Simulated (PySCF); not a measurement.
Species: CH2AlNS.
Geometry (PBE0-D3(BJ)/def2-SVP, Å), atoms numbered from 1 in this order:
```xyz
6
CH2AlNS angstrom
Al     0.6585    1.1422    0.0015
H      2.2334    1.0576    0.0447
H     -0.1908    2.4710   -0.0413
N     -0.2435   -0.4077   -0.0128
C     -0.8382   -1.4477   -0.0024
S     -1.6194   -2.8155    0.0103
```

The closed-shell ground state was solved at several levels (PySCF, density fitting, gas phase, non-relativistic).

```json
{"level": "CAM-B3LYP/def2-SVPD", "basis functions": "107", "HOMO (eV)": "-8.64", "LUMO (eV)": "-1.18", "gap (eV)": "7.46", "dipole (D)": "2.39"}
{"level": "PBE0/pcSseg-1 (pcSseg-2 on Al)", "basis functions": "111", "HOMO (eV)": "-7.40", "LUMO (eV)": "-2.08", "gap (eV)": "5.32", "dipole (D)": "2.37"}
{"level": "B3LYP/pcSseg-1 (pcSseg-2 on Al)", "basis functions": "111", "HOMO (eV)": "-7.15", "LUMO (eV)": "-2.27", "gap (eV)": "4.88", "dipole (D)": "2.25"}
```

**Question.** What might PBE/pcSseg-1 (pcSseg-2 on Al) (111 basis functions) give for the same quantities?

**Answer.** HOMO -6.29 eV, LUMO -2.80 eV, gap 3.49 eV, dipole 2.08 D.

**Question.** Over all these levels, which gives the widest orbital gap and which the narrowest?

**Answer.** CAM-B3LYP/def2-SVPD (range-separated hybrid) has the widest, 7.46 eV, and PBE/pcSseg-1 (pcSseg-2 on Al) (GGA) the narrowest, 3.49 eV. Functional and basis both differ between the two, so the spread mixes both effects.

**Question.** In the pcSseg-1 (pcSseg-2 on Al) basis, how does the gap go with the fixed share of exact exchange?

**Answer.** PBE (0 %) 3.49 eV; B3LYP (20 %) 4.88 eV; PBE0 (25 %) 5.32 eV. Each rise in the share widens the gap here.

**Question.** How far do the dipole and the HOMO energy spread over the levels?

**Answer.** The dipole runs from 2.08 to 2.39 D (mean 2.27 D) and the HOMO from -8.64 to -6.29 eV.
